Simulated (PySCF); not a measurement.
**Electronic structure of C⁺ (carbon, charge +1) at the UHF level**

Configuration: [He] 2s2 2p1, 2P determinant. Calculation: PySCF 2.14, in cc-pVTZ-DK (4s3p2d1f, 30 functions); scalar relativity by spin-free X2C-1e.

```json
{
 "Total energy": "-37.309855 hartree",
 "One-electron energy": "-47.5900 hartree",
 "Hartree (Coulomb) energy": "15.0292 hartree",
 "Exchange energy": "-4.7490 hartree",
 "⟨S²⟩": "0.7566",
 "⟨L²⟩": "2.017",
 "Sum of ⟨r⟩": "4.963 bohr",
 "Sum of ⟨r²⟩": "8.103 bohr²",
 "Traceless quadrupole moment −½Σ⟨3z² − r²⟩ along its main axis": "-1.09 e·bohr²",
 "Langevin diamagnetic susceptibility": "-6.42 ×10⁻⁶ cm³/mol",
 "Time after the integrals": "0.13 s of wall time on 1 thread of Neoverse-N1 (shared host)"
}
```

```
shell  electrons  mean orbital energy (hartree)  rms radius, mean of both spins (bohr)
 1s α          1                      -11.91659                                  0.311
 1s β          1                      -11.88670                                  0.311
 2s α          1                       -1.22478                                   1.62
 2s β          1                       -1.08818                                   1.62
 2p α          1                       -0.91343                                   1.64
```
